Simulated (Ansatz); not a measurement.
A search over several starts for the lowest SCF solution of C3H8Si⁺, that is SiH2Me(vinyl) with one electron fewer at the given spin, in a small basis.

```yaml
crystal:
  periodic: [false, false, false]
  atoms:
    - {symbol: Si, position_ang: [0.750660, 0.316371, 0.303386]}
    - {symbol: H, position_ang: [0.623830, 0.309202, 1.794726]}
    - {symbol: H, position_ang: [2.205173, 0.232150, -0.047481]}
    - {symbol: C, position_ang: [0.045953, 1.908539, -0.409838]}
    - {symbol: H, position_ang: [0.593810, 2.787554, -0.034237]}
    - {symbol: H, position_ang: [-1.014847, 2.023829, -0.137006]}
    - {symbol: H, position_ang: [0.116573, 1.912649, -1.509369]}
    - {symbol: C, position_ang: [-0.143848, -1.187137, -0.364415]}
    - {symbol: C, position_ang: [-0.823620, -2.059652, 0.396400]}
    - {symbol: H, position_ang: [-0.121704, -1.368760, -1.449815]}
    - {symbol: H, position_ang: [-0.887317, -1.947405, 1.486463]}
    - {symbol: H, position_ang: [-1.344654, -2.927339, -0.028814]}
basis:
  gaussian: {orbitals: def2-SVP}
total_charge: 1
magnetization: {spin_polarized: true, initial_magnetization: 1}
hamiltonian: {xc: pbe0, dispersion: d4}
output: {orbitals: {seedname: orbitals}}
```

```sh
$ ansatz run in.yaml --threads 4 --pin off --events-out ev --progress --plain --max-ram 3916MiB
```

Shortened log:

```
Functional definition: PBE0
1134 factors; their error is unknown
mean field evaluation 1: about -11081.6514 eV, gradient 5.1e1 eV
mean field evaluation 2: about -11068.4430 eV, gradient 6.8e1 eV
mean field evaluation 4: about -11095.5611 eV, gradient 1.2e1 eV
mean field evaluation 8: about -11096.5629 eV, gradient 2.1e-1 eV
mean field evaluation 16: about -11096.6007 eV, gradient 2.8e-3 eV
mean field evaluation 32: about -11096.4697 eV, gradient 1.2e0 eV
mean field -11096.60070673 eV, -407.7925544262 hartree, gradient 5.2e-5 eV, S^2 0.756340; 4 other end points of the search recorded, 0 dependent functions left out
reference -11096.60073366 eV, -407.7925554158 hartree; 20, 19 occupied and 80, 81 virtual orbitals, 1134 factors
Total energy: -11096.75651921 eV, -407.7982804294 hartree
```

Hardware: 4 threads of Intel Xeon on a shared host. Wall time 11 s.
